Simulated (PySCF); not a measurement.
AsH3, SMILES [AsH3] (connectivity only; charge and spin as stated), charge +1, multiplicity 2.

Geometry: r2SCAN-D4/def2-TZVPD. The multiplicity is an assumed one; other spin states were not compared.

Computed with PBE/def2-TZVPD in PySCF.

Isolated molecule, no solvent.

Computed frontier levels, dipole moment and polarisability:
- α spin, highest occupied and lowest empty level = -14.08 and -7.67 eV
- β spin, highest occupied and lowest empty level = -17.27 and -12.36 eV
- dipole moment about the centre of nuclear charge = 0.52 D
- mean static polarisability = 23.9 bohr³ (3.55 Å³)
- polarisability, principal values = 20.6, 25.6, 25.6 bohr³
- ⟨S²⟩ = 0.752 (pure state 0.75)
